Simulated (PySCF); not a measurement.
C₃H₉NOSi₂.
SMILES: `C#C[SiH2]O[SiH2]NC`

The closed-shell SCF was solved with PySCF and density fitting under several settings on one GFN2-xTB geometry (grid level 2 and gas phase unless stated).

```
      settings  basis functions  SCF cycles     E (Eh)  HOMO (eV)  LUMO (eV)  dipole (D)
 PBE0/pcSseg-1              178          14  -828.1387      -6.75      -0.27        0.93
PBE0/def2-SVPD              223          14  -827.8328      -6.81      -0.40        0.85
```

Question: Estimate the rows for these settings: (1) PBE0/IGLO-II; (2) PBE0/cc-pVDZ, grid level 1, level shift 0.1 Eh.

Answer: 
```json
{"settings": "PBE0/IGLO-II", "basis functions": "234", "SCF cycles": "15", "E (Eh)": "-828.2370", "HOMO (eV)": "-6.73", "LUMO (eV)": "-0.25", "dipole (D)": "0.89"}
{"settings": "PBE0/cc-pVDZ, grid level 1, level shift 0.1 Eh", "basis functions": "151", "SCF cycles": "11", "E (Eh)": "-828.1712", "HOMO (eV)": "-6.58", "LUMO (eV)": "-0.09", "dipole (D)": "0.91"}
```

Question: Over all rows, what range does the HOMO–LUMO gap span?

Answer: From 6.41 eV (PBE0/def2-SVPD) to 6.49 eV (PBE0/cc-pVDZ, grid level 1, level shift 0.1 Eh).

Question: Compare two rows with the functional PBE0: PBE0/cc-pVDZ, grid level 1, level shift 0.1 Eh and PBE0/IGLO-II. Which energy is lower, and by how much?

Answer: PBE0/IGLO-II (234 functions) lies 0.0658 Eh or 41 kcal/mol below PBE0/cc-pVDZ, grid level 1, level shift 0.1 Eh (151 functions).

Whole jobs, the steps after the SCF included, on Intel Xeon at 2.50 GHz, one thread, no GPU, shared host:

| settings | work after the SCF | wall time | peak memory |
| --- | --- | --- | --- |
| PBE0/pcSseg-1 | shieldings, charges and field gradients | 65 s | 0.81 GiB |
| PBE0/def2-SVPD | 6 singlets by full TDDFT, 2 Tamm–Dancoff triplets, polarisability | 69 s | 0.91 GiB |
| PBE0/IGLO-II | shieldings | 79 s | 0.95 GiB |
| PBE0/cc-pVDZ, grid level 1, level shift 0.1 Eh | spin–spin couplings from 15 perturbed nuclei, spin–dipole term for 3 of them | 74 s | 0.85 GiB |

Cycle counts include a coarse-grid stage where the run had one.

Conformer computed: `[CH:1]#[C:2][SiH2:3][O:4][SiH2:5][NH:6][CH3:7]`: C2–Si3–O4–Si5 -112°, Si3–O4–Si5–N6 -86°, O4–Si5–N6–C7 -178°.

One conformer stands for the species.
